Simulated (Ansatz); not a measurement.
Isolated molecules relaxed with PBE0-D4/def2-TZVP in Ansatz; ΔE leaves out vibrations. CBS: MP2 limit from def2 TZ/QZ plus the TZ coupled-cluster correction, frozen cores. Functionals use def2-TZVPP. B3LYP here is the variant with VWN-RPA as its local correlation; programs differ in this. Each species was taken in one conformer, which may not be the lowest.

`[SiH3][SiH]1CC1` + `O[BH][AlH2]` → `[AlH2][BH]O[SiH3]` + `C1C[SiH2]1`  (cleavage of the Si–Si bond)

| level | ΔE (kJ/mol) | difference from CCSD(T)/CBS |
| --- | --- | --- |
| PBE-D4 | -43.9 | 26.2 |
| B3LYP-D4 | -70.1 | 0.0 |
| B2PLYP | -74.8 | -4.7 |
| r2SCAN | -62.2 | 7.9 |
| B3LYP | -72.3 | -2.2 |
| MP2/def2-TZVPP | -74.4 | -4.3 |
| SCS-MP2/def2-TZVPP | -80.2 | -10.1 |
| SCS-MP2/def2-QZVPP | -81.4 | -11.3 |
| HF/CBS(def2) | -101.3 | -31.2 |
| MP2/CBS(def2) | -75.4 | -5.3 |
| CCSD(T)/CBS | -70.1 | 0 |

Largest T1 diagnostic among the species: 0.014.

In def2-TZVPP, CCSD(T) changes the Hartree–Fock value by +29.5 kJ/mol (the triples alone add +4.5 kJ/mol) and MP2 by +24.2 kJ/mol. From PBE to PBE0 (25 % exact exchange), in def2-TZVPP and without D4, ΔE moves by −7.8 kJ/mol.
